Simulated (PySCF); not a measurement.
## XPS shifts beside NMR shieldings

Compound: C4H8BN.
Atom-mapped SMILES: `[BH3-:1][N+:2]#[C:3][CH2:4][CH:5]=[CH2:6]`

Structure used (PBE0-D3(BJ)/def2-SVP), in Å, numbered top down from 1:
```xyz
14
C4H8BN angstrom
B      3.0747   -0.1386    0.4479
N      1.6068   -0.3261    0.0523
C      0.5046   -0.4684   -0.2467
C     -0.8960   -0.6453   -0.6022
C     -1.8235    0.1177    0.3074
C     -2.6726    1.0489   -0.1202
H      3.3129   -1.0099    1.2737
H      3.7177   -0.2782   -0.5843
H      3.1558    0.9923    0.9079
H     -1.1093   -1.7286   -0.5604
H     -1.0270   -0.3342   -1.6513
H     -1.7740   -0.1416    1.3703
H     -2.7384    1.3344   -1.1749
H     -3.3392    1.5627    0.5762
```

Binding energies: PySCF, delta-SCF UKS SCAN, pcX-2 on the ionised atom, pcseg-1 elsewhere, spin-free X2C. Shieldings: GIAO PBE0/pcSseg-1, non-relativistic, same geometry.

```
atom  isotropic shielding (ppm)
  C3                       70.7
  C4                      159.7
  C5                       51.3
  C6                       51.9
```

**Question.** What are the C 1s binding energies of these atoms?

**Answer.** 
| atom | environment | C 1s (eV) | isotropic shielding (ppm) |
| --- | --- | --- | --- |
| C6 | terminal =CH2 carbon | 291.22 | 51.9 |
| C5 | alkene CH carbon | 291.69 | 51.3 |
| C3 | triply bonded carbon | 292.77 | 70.7 |
| C4 | allylic carbon | 293.10 | 159.7 |

By binding energy: C6 < C5 < C3 < C4. By shielding: C5 < C6 < C3 < C4.

Geometry: PBE0-D3(BJ)/def2-SVP, one conformer, isolated molecule.
